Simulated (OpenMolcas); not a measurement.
Ions of charge +3 along the 4f row on the Cd site of KCdF3

```yaml
Program: OpenMolcas
Method: CASSCF
Spin-orbit_coupling: RASSI with atomic mean-field integrals over the reference wave functions
```

The f shell is active. Each dopant is a cluster with its nearest anions in model potentials and point charges, with no relaxation and no local charge compensation. Distances were set from a Shannon-type radius of the metal (high-spin where two are listed) plus a fixed donor radius (F 1.31 Å), in hosts weighted 0.65 to 0.35 with the host's distance in the model lattice. Ligand basis ANO-RCC-VDZP, DKH2 Hamiltonian. States (labels of O, the rotations of Oh). Energies in cm-1 above the lowest state or level, χT in cm3 K/mol; under a threefold ground state the first gap can be a small split of the lowest multiplet, not the spin-orbit step. Free-ion χT is g² J(J+1) / 8 for Hund's level.

```json
{"Ion": "Ce3+", "Shell": "4f1", "R (Å)": "2.261", "Metal basis": "ANO-RCC-VDZP", "Ground state": "2A2", "First state of that spin": "2T2 784.5", "First gap with spin-orbit (degeneracies)": "1144 (2, 4)", "Width of lowest J": "1144", "χT at 300 K": "0.351", "Free-ion χT": "0.804"}
{"Ion": "Pr3+", "Shell": "4f2", "R (Å)": "2.248", "Metal basis": "ANO-RCC-VDZP", "Ground state": "3T1", "First state of that spin": "3T2 844.0", "First gap with spin-orbit (degeneracies)": "443.6 (1, 3)", "Width of lowest J": "1239", "χT at 300 K": "1.090", "Free-ion χT": "1.600"}
{"Ion": "Nd3+", "Shell": "4f3", "R (Å)": "2.243", "Metal basis": "ANO-RCC-VDZP", "Ground state": "4A2", "First state of that spin": "4T2 312.9", "First gap with spin-orbit (degeneracies)": "249.3 (4, 2)", "Width of lowest J": "568", "χT at 300 K": "1.424", "Free-ion χT": "1.636"}
{"Ion": "Pm3+", "Shell": "4f4", "R (Å)": "2.235", "Metal basis": "ANO-RCC-VDZP", "Ground state": "5T2", "First state of that spin": "5A1 24.1", "First gap with spin-orbit (degeneracies)": "360.1 (3, 1)", "Width of lowest J": "388", "χT at 300 K": "0.872", "Free-ion χT": "0.900"}
{"Ion": "Sm3+", "Shell": "4f5", "R (Å)": "2.227", "Metal basis": "ANO-RCC-VDZP", "Ground state": "6T1", "First state of that spin": "6E 262.0", "First gap with spin-orbit (degeneracies)": "224.2 (2, 4)", "Width of lowest J": "224", "χT at 300 K": "0.304", "Free-ion χT": "0.089"}
{"Ion": "Eu3+", "Shell": "4f6", "R (Å)": "2.22", "Metal basis": "ANO-RCC-VDZP", "Ground state": "7T1", "First state of that spin": "7T2 714.1", "First gap with spin-orbit (degeneracies)": "358.4 (1, 3)", "Width of lowest J": "", "χT at 300 K": "1.373", "Free-ion χT": "0"}
{"Ion": "Gd3+", "Shell": "4f7", "R (Å)": "2.214", "Metal basis": "ANO-RCC-VDZP", "Ground state": "8A1", "First state of that spin": "", "First gap with spin-orbit (degeneracies)": "", "Width of lowest J": "", "χT at 300 K": "7.851", "Free-ion χT": "7.875"}
{"Ion": "Tb3+", "Shell": "4f8", "R (Å)": "2.204", "Metal basis": "ANO-RCC-VDZP", "Ground state": "7A2", "First state of that spin": "7T2 440.8", "First gap with spin-orbit (degeneracies)": "47.6 (1, 3)", "Width of lowest J": "540", "χT at 300 K": "11.404", "Free-ion χT": "11.812"}
{"Ion": "Dy3+", "Shell": "4f9", "R (Å)": "2.197", "Metal basis": "ANO-RCC-VDZP", "Ground state": "6T1", "First state of that spin": "6T2 409.1", "First gap with spin-orbit (degeneracies)": "45.6 (2, 4)", "Width of lowest J": "545", "χT at 300 K": "13.706", "Free-ion χT": "14.167"}
{"Ion": "Ho3+", "Shell": "4f10", "R (Å)": "2.19", "Metal basis": "ANO-RCC-VDZP", "Ground state": "5A2", "First state of that spin": "5T2 136.7", "First gap with spin-orbit (degeneracies)": "15.7 (2, 3)", "Width of lowest J": "361", "χT at 300 K": "13.662", "Free-ion χT": "14.062"}
{"Ion": "Er3+", "Shell": "4f11", "R (Å)": "2.183", "Metal basis": "ANO-RCC-VDZP", "Ground state": "4A1", "First state of that spin": "4T2 8.0", "First gap with spin-orbit (degeneracies)": "20.1 (4, 2)", "Width of lowest J": "392", "χT at 300 K": "11.215", "Free-ion χT": "11.475"}
{"Ion": "Tm3+", "Shell": "4f12", "R (Å)": "2.176", "Metal basis": "ANO-RCC-VDZP", "Ground state": "3T1", "First state of that spin": "3E 137.5", "First gap with spin-orbit (degeneracies)": "74.9 (1, 3)", "Width of lowest J": "517", "χT at 300 K": "6.902", "Free-ion χT": "7.146"}
```

χT departs most from the free-ion value for Eu3+, by +1.373 cm3 K/mol.

Without dynamic correlation the ligand-field splitting of an f shell can come out too small, at times by half (holds for Pr3+; Nd3+; Pm3+; Sm3+; Eu3+; Tb3+; Dy3+; Ho3+; Er3+; Tm3+). High states are left out of the spin-orbit mixing, which shifts the levels that they would mix with (holds for Nd3+; Pm3+; Sm3+; Eu3+; Tb3+; Dy3+; Ho3+; Er3+). No quartet enters the spin-orbit mixing, so the splitting and order within the octet and the sextets are unsound, and g values and χT are rough (holds for Gd3+). A group larger than the point group allows holds several states that coincide in this model. No measured value stands beside these numbers; the geometry was set by hand and not optimised.
